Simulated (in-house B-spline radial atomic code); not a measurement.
Radial electron density of F⁵⁺, [He] 2s1 2p1. Computed with a radial B-spline atomic code at the basis-set limit: scalar-relativistic (X2C) B97-1, spin-polarised, spherical fractional occupations, Fermi nucleus of rms radius 2.8976 fm.

Caution: exact exchange at fractional occupations of open shells leaves self-interaction of up to several eV.

Columns: r (bohr), 4πr²n(r) (electrons per bohr), bar.

```
 0.00644   0.2167 #
 0.00749   0.2865 #
 0.00872   0.3784 ##
  0.0102   0.5023 ##
  0.0118   0.6511 ###
  0.0138   0.8563 ####
   0.016    1.103 #####
  0.0186    1.419 #######
  0.0217    1.823 ########
  0.0253    2.317 ###########
  0.0294    2.901 #############
  0.0342    3.596 ################
  0.0398    4.398 ####################
  0.0464    5.304 ########################
   0.054    6.263 #############################
  0.0628    7.232 #################################
  0.0732    8.158 #####################################
  0.0852    8.925 #########################################
  0.0991    9.437 ###########################################
   0.115    9.601 ############################################
   0.134    9.345 ###########################################
   0.156    8.646 ########################################
   0.182    7.544 ###################################
   0.212    6.209 ############################
   0.247    4.839 ######################
   0.287     3.68 #################
   0.334     2.87 #############
   0.389    2.486 ###########
   0.453    2.461 ###########
   0.527     2.61 ############
   0.614    2.716 ############
   0.714    2.604 ############
   0.832    2.214 ##########
   0.968    1.636 #######
    1.13    1.018 #####
    1.31   0.5429 ##
    1.53   0.2289 #
    1.78  0.07865 
    2.07  0.02081 
    2.41 0.003985 
     2.8 0.0005513
```

On this grid the curve has 2 maxima, near 0.115, 0.614 bohr.

The 2p up radial function P(r) = rR(r), positive near the nucleus:

| r (bohr) | P |
| --- | --- |
| 0.00644 | 0.001287 |
| 0.00872 | 0.00232 |
| 0.0118 | 0.004167 |
| 0.016 | 0.007485 |
| 0.0217 | 0.01337 |
| 0.0294 | 0.02365 |
| 0.0398 | 0.04132 |
| 0.054 | 0.07137 |
| 0.0732 | 0.1206 |
| 0.0991 | 0.198 |
| 0.134 | 0.3135 |
| 0.182 | 0.477 |
| 0.247 | 0.6831 |
| 0.334 | 0.9029 |
| 0.453 | 1.085 |
| 0.614 | 1.139 |
| 0.832 | 0.9926 |
| 1.13 | 0.6683 |
| 1.53 | 0.3246 |
| 2.07 | 0.1029 |
| 2.8 | 0.01796 |
